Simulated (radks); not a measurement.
Values are calculated unless marked as measured or tabulated.
Kr II, configuration [Ar] 3d10 4s2 4p3 5s2 (not the ground configuration). Level of theory: Dirac Kohn-Sham, PBE, spin-unpolarised, spherical densities, finite nucleus; open shells are shared between the two j in proportion to 2j + 1; Fermi nuclear charge, rms radius 4.1884 fm (a radial shooting solver on a logarithmic mesh with Libxc functionals). Some entries of the table are withheld. Estimate them.

| orbital | occ. | eigenvalue (eV) | <r> (bohr) | <1/r> (bohr^-1) |
|---|---|---|---|---|
| 1s1/2 | 2 | -14178.68 | 0.04149 | (1) |
| 2s1/2 | 2 | -1888.553 | 0.1832 | 8.228 |
| 2p1/2 | 2 | -1709.136 | (2) | 8.197 |
| 2p3/2 | 4 | -1655.296 | (3) | 7.912 |
| 3s1/2 | 2 | -288.5323 | 0.5299 | 2.715 |
| 3p1/2 | 2 | -225.1529 | 0.5330 | 2.600 |
| 3p3/2 | 4 | -217.2263 | 0.5435 | 2.532 |
| 3d3/2 | 4 | -106.7620 | 0.5517 | 2.287 |
| 3d5/2 | 6 | -105.4543 | 0.5555 | 2.269 |
| 4s1/2 | 2 | -43.9261 | 1.477 | 0.9059 |
| 4p1/2 | 1 | -28.9739 | 1.679 | 0.7886 |
| 4p3/2 | 2 | -28.1149 | 1.708 | 0.7728 |
| 5s1/2 | 2 | -9.3361 | 3.867 | 0.3329 |
| 4d3/2 | 0 | -8.8142 | 2.723 | 0.4819 |
| 4d5/2 | 0 | -8.7535 | 2.738 | 0.4791 |
| 5p1/2 | 0 | -6.3031 | (4) | 0.2781 |
| 5p3/2 | 0 | -6.1851 | (5) | 0.2744 |

Answer. 
(1) 1s1/2 <1/r> (bohr^-1): 36.77
(2) 2p1/2 <r> (bohr): 0.1573
(3) 2p3/2 <r> (bohr): 0.1613
(4) 5p1/2 <r> (bohr): 4.628
(5) 5p3/2 <r> (bohr): 4.687
